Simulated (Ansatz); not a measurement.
Reaction (redistribution): `O[SiH2]/C=C\[SiH](O)O` + `[SiH3]SS` → `O[SiH2]SS` + `O[SiH](O)/C=C/[SiH3]`

Isolated molecules relaxed with PBE0-D4/def2-TZVP in Ansatz; ΔE leaves out vibrations. CCSD(T)/CBS adds triple-zeta CCSD(T) − MP2 to the extrapolated MP2 energy (def2 sets, frozen cores). Double bonds are as drawn, so ΔE can hold a change between cis and trans. Functionals use def2-TZVPP. Each species was taken in one conformer, which may not be the lowest.

(1) Is it downhill or uphill in electronic energy at CCSD(T)/CBS, and by how much? (Best estimate.)

(2) What do these levels give: r2SCAN-D4, r2SCAN, PBE0, MP2/def2-TZVPP, HF/def2-QZVPP, SCS-MP2/def2-QZVPP? (An estimate is asked.)

Largest T1 diagnostic among the species: 0.012.

Answers

(1) Ansatz gave: Downhill: ΔE = -5.0 kJ/mol.

(2) The calculation gave: r2SCAN-D4 -3.0, r2SCAN -3.9, PBE0 -5.9, MP2/def2-TZVPP -5.2, HF/def2-QZVPP -11.7, SCS-MP2/def2-QZVPP -6.8 kJ/mol.

In def2-TZVPP, CCSD(T) changes the Hartree–Fock value by +7.1 kJ/mol (the triples alone add +1.0 kJ/mol) and MP2 by +5.8 kJ/mol. The D4 term adds +5.6 kJ/mol with B3LYP and +3.1 kJ/mol with PBE0; it sums over pairs of atoms, weighted by their polarisabilities, and B3LYP, whose exchange is more repulsive, gets the larger term.

B3LYP here is the variant with VWN-RPA as its local correlation; programs differ in this.
